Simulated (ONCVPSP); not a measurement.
## Building the ONCV potential for carbon (C) (PBEsol, non-relativistic).

Input for ONCVPSP 4.0.1:

```
# ATOM AND REFERENCE CONFIGURATION
# atsym  z   nc   nv     iexc    psfile
  C 6.00    0    2  -116133      upf
#
#   n    l    f
    1    0    2.00
    2    0    2.00
#
# PSEUDOPOTENTIAL AND OPTIMIZATION
# lmax
    1
#
#   l,   rc,      ep,       ncon, nbas, qcut
    0    0.45    0.00    4    8   26.00
    1    0.45    0.33    4    9   19.70
#
# LOCAL POTENTIAL
# lloc, lpopt,  rc(5),   dvloc0
    1    5    0.45    0.00
#
# VANDERBILT-KLEINMAN-BYLANDER PROJECTORs
# l, nproj, debl
    0    2    1.70
    1    0    3.60
#
# MODEL CORE CHARGE
# icmod, fcfact, rcfact
    0    0.00    0.00
#
# LOG DERIVATIVE ANALYSIS
# epsh1, epsh2, depsh
  -12.00    5.00    0.04
#
# OUTPUT GRID
# rlmax, drl
    6.00    0.01
#
# TEST CONFIGURATIONS
# ncnf
    4
# nvcnf
#   n    l    f
    3
    1    0    2.00
    2    0    2.00
    2    1    2.00
#
    3
    1    0    2.00
    2    0    2.00
    2    1    1.00
#
    2
    1    0    2.00
    2    0    1.00
#
    3
    1    0    2.00
    2    0    2.00
    2    1    1.50
#
```

Command:

```bash
oncvpspnr.x < C.dat > C.out
```

Resulting log (shortened: citation, most of the input echo, consistency checks and plot data are left out):

```
ONCVPSP  (Optimized Norm-Conservinng Vanderbilt PSeudopotential)
scalar-relativistic version 4.0.1

#   n    l    f        energy (Ha)
    1    0    2.00    -1.1281674E+01
    2    0    2.00    -1.4758604E+00

Reference configufation results
  iterations    24
  all-electron total energy (Ha)   -3.62975206D+01

Begin loop to  construct optimized pseudo wave functions
and semi-local pseudopoentials for all angular momenta

Calculating optimized projector #   1

 for l=   0

    Fraction of norm inside rc  0.872853
    Optimizing pswf for qcut=  26.01 a_B^-1,  ecut= 338.20 Ha
    Residual kinetic energy error=  1.74D-05 Ha

    Energy error per electron        Cutoff
         Ha          eV             Ha
         0.01000     0.27211      219.61
         0.00100     0.02721      267.79
         0.00010     0.00272      306.64
         0.00001     0.00027      428.19

Calculating optimized projector #   2

 for l=   0

    Fraction of norm inside rc  0.031730
    Optimizing pswf for qcut=  26.01 a_B^-1,  ecut= 338.20 Ha
    Residual kinetic energy error=  4.15D-06 Ha

    Energy error per electron        Cutoff
         Ha          eV             Ha
         0.01000     0.27211      164.40
         0.00100     0.02721      231.93
         0.00010     0.00272      282.67
         0.00001     0.00027      323.54

   Wellstate for l =  1  n =  3
     eigenvalue =   0.3300
     asymptotic potential =   0.8300
     half-point radius =  1.7518

Calculating optimized projector #   1

 for l=   1

    Fraction of norm inside rc  0.014365
    Optimizing pswf for qcut=  19.71 a_B^-1,  ecut= 194.32 Ha
    Residual kinetic energy error=  8.05D-06 Ha

    Energy error per electron        Cutoff
         Ha          eV             Ha
         0.01000     0.27211       36.85
         0.00100     0.02721       83.74
         0.00010     0.00272      138.84
         0.00001     0.00027      189.06

Construct Vanderbilt / Kleinmman-Bylander projectors

B matrix Hermiticity error, ll=   0
   1   2   -1.4168E-08

  Orthonormal projector coefficients -2.3295E+01 -4.5135E+00

Pseudoatom total energy  -36.078897

Diagnostic tests using Vanderbilt-Kleinman-Bylander pseudopotentials
  1 or more projectors used as specified by nproj input data

   l    rcore       rmatch      e in        delta e   norm test  slope test

   0   0.4525793   0.4663205 -11.2816738  -0.0000007   1.0000000   0.9999999
   0   0.4525793   0.4663205  -1.4758604   0.0000000   1.0000000   1.0000000

   1   0.4525793   0.4663205   0.3300000  -0.0000000   1.0000000   1.0000000

 Testing for bound ghosts
   n   l    E NL Schr. Eq   E Basis Diag.   E Cutoff

   1   0      -11.281675      -11.278687   1281.27
   2   0       -1.475860        0.905435   1281.27

 Testing for highly-localized positive-energy ghosts
       l    <radius>/rc     E Basis Diag.   E Cutoff

Test configuration 0

   n   l     f        eae           eps        diff
   1   0  2.0000  -11.28167380  -11.28167450   -6.99D-07
   2   0  2.0000   -1.47586036   -1.47586036    0.00D+00

    Total energies and differences
      AE_ref= -3.62975206D+01  AE_tst= -3.62975206D+01  dif=  0.00D+00
      PS_ref= -3.60788972D+01  PS_tst= -3.60788972D+01  dif= -4.26D-14
      PSP excitation error=  4.26D-14

Test configuration 1

   n   l     f        eae           eps        diff
   1   0  2.0000   -9.99301623   -9.99072627    2.29D-03
   2   0  2.0000   -0.50113626   -0.50107869    5.76D-05
   2   1  2.0000   -0.19244573   -0.19245444   -8.71D-06

    Total energies and differences
      AE_ref= -3.62975206D+01  AE_tst= -3.75769216D+01  dif= -1.28D+00
      PS_ref= -3.60788972D+01  PS_tst= -3.73582849D+01  dif= -1.28D+00
      PSP excitation error= -1.33D-05

Test configuration 2

   n   l     f        eae           eps        diff
   1   0  2.0000  -10.54342489  -10.54209892    1.33D-03
   2   0  2.0000   -0.94101341   -0.94097291    4.05D-05
   2   1  1.0000   -0.62143768   -0.62143039    7.30D-06

    Total energies and differences
      AE_ref= -3.62975206D+01  AE_tst= -3.71803097D+01  dif= -8.83D-01
      PS_ref= -3.60788972D+01  PS_tst= -3.69616711D+01  dif= -8.83D-01
      PSP excitation error= -1.53D-05

Test configuration 3

   n   l     f        eae           eps        diff
   1   0  2.0000  -12.13654725  -12.13309320    3.45D-03
   2   0  1.0000   -2.05091473   -2.05071854    1.96D-04

    Total energies and differences
      AE_ref= -3.62975206D+01  AE_tst= -3.45356656D+01  dif=  1.76D+00
      PS_ref= -3.60788972D+01  PS_tst= -3.43171266D+01  dif=  1.76D+00
      PSP excitation error=  8.43D-05

Test configuration 4

   n   l     f        eae           eps        diff
   1   0  2.0000  -10.24309488  -10.24123548    1.86D-03
   2   0  2.0000   -0.70726382   -0.70721335    5.05D-05
   2   1  1.5000   -0.39147018   -0.39147235   -2.17D-06

    Total energies and differences
      AE_ref= -3.62975206D+01  AE_tst= -3.74323352D+01  dif= -1.13D+00
      PS_ref= -3.60788972D+01  PS_tst= -3.72136955D+01  dif= -1.13D+00
      PSP excitation error= -1.63D-05
```

oncvpspnr.x prints “scalar-relativistic version” in its banner although the run is non-relativistic.

The run took about 3.3 s on one core of a shared server CPU.
